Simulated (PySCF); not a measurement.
C6H11O (doublet state).
Geometry (GFN2-xTB, Å), atoms numbered from 1 in this order:
```
atom  x, y, z in Å
C1    -1.2515    1.1796    1.1373
C2    -1.3204    0.3873   -0.1199
C3    -0.3173   -0.7505   -0.1372
C4    -0.6479   -1.9960   -0.4270
C5     1.1010   -0.3311    0.1972
C6     1.7000    0.4940   -0.9541
O7     1.1556    0.3662    1.4062
H8    -1.6836    0.7463    2.0239
H9    -1.2538    2.2544    1.0809
H10   -2.3170   -0.0544   -0.2424
H11   -1.1281    1.0291   -0.9839
H12   -1.6601   -2.2755   -0.6693
H13    0.0801   -2.7892   -0.4416
H14    1.7124   -1.2337    0.3358
H15    1.6462   -0.0655   -1.8844
H16    2.7391    0.7213   -0.7314
H17    1.1635    1.4329   -1.0680
H18    0.2730    0.8912    1.4664
```

The hyperfine couplings belong to this conformer and change with its torsions.

The species is `[CH2]CC(=C)[C@@H](C)O` [radical].

Method used: UKS B3LYP, pcH-1 on C H O, non-relativistic, mean-field spin-orbit, GIAO in PySCF 2.14.0. One conformer (not necessarily the lowest) at the GFN2-xTB geometry, without solvent, vibrations or thermal averaging. The geometry wasn't refined by DFT: couplings that depend on bond lengths, twists or pyramidal angles can differ widely from those at the functional's own minimum. Stability of the SCF solution: not tested.

Principal values of hyperfine tensors in MHz (contact and dipolar terms together), for some of the nuclei:

```
atom  isotope       A1       A2      A3
  C1      13C    57.75    58.10  269.27
 H10       1H   111.72   114.56  123.83
 H18       1H  -129.11  -123.21   13.09
  H8       1H   -72.90   -42.16   -4.98
 H14       1H    33.84    34.56   39.94
  C2      13C   -26.89   -24.18  -19.78
  O7      17O   -83.35    11.68   11.81
  C3      13C     8.45    10.74   24.32
```

Give the isotropic coupling of each nucleus in MHz and in mT (g = 2.0030), and the anisotropic part.

a_iso is a third of the trace, T = A − a_iso, and a(mT) = a(MHz)/(g × 13.996).

```json
{"atom": "C1", "a_iso (MHz)": "128.37", "a_iso (mT)": "4.579", "T1": "-70.62", "T2": "-70.27", "T3": "140.89"}
{"atom": "H10", "a_iso (MHz)": "116.70", "a_iso (mT)": "4.163", "T1": "-4.98", "T2": "-2.14", "T3": "7.12"}
{"atom": "H18", "a_iso (MHz)": "-79.74", "a_iso (mT)": "-2.845", "T1": "-49.36", "T2": "-43.47", "T3": "92.83"}
{"atom": "H8", "a_iso (MHz)": "-40.01", "a_iso (mT)": "-1.427", "T1": "-32.88", "T2": "-2.15", "T3": "35.03"}
{"atom": "H14", "a_iso (MHz)": "36.11", "a_iso (mT)": "1.288", "T1": "-2.28", "T2": "-1.55", "T3": "3.83"}
{"atom": "C2", "a_iso (MHz)": "-23.61", "a_iso (mT)": "-0.842", "T1": "-3.27", "T2": "-0.56", "T3": "3.84"}
{"atom": "O7", "a_iso (MHz)": "-19.95", "a_iso (mT)": "-0.712", "T1": "-63.39", "T2": "31.63", "T3": "31.76"}
{"atom": "C3", "a_iso (MHz)": "14.50", "a_iso (mT)": "0.517", "T1": "-6.05", "T2": "-3.76", "T3": "9.81"}
```

What spin density at the nucleus of H10 lies behind its contact coupling (g_N = 5.58569)?

a_FC = (2μ0/3) gₑ μB g_N μN ρ(0)/(2S·h) = 800.24 MHz × g_N × ρ(0)/(2S), with ρ in bohr⁻³. With a_FC = 116.70 MHz and 2S = 1, ρ(0) = 0.02611 bohr⁻³. In magnitude that is 8.2 % of the 1/π = 0.318 of a free hydrogen atom.

H9 (1H, g_N = 5.58569) isn't in the table. Its spin density at the nucleus is -0.00874 bohr⁻³. What is its contact coupling?

By the same relation, a_FC = -39.1 MHz. Its full tensor has the principal values -72.67, -40.57, -3.97 MHz.

Name the largest traceless tensor T of the table and describe it.

C1: -70.6, -70.3, 140.9 MHz, axial, in the ratio −1:−1:+2, the form that spin in one p orbital centred on that nucleus gives.

What first-order splitting does H18 cause when the field lies along A1, A2 or A3 of its tensor (g taken as isotropic, no quadrupole term)?

2 lines (I = 1/2), spaced by |A_i|/(g × 13.996): 4.61, 4.40, 0.47 mT along the axes of A1, A2 and A3.
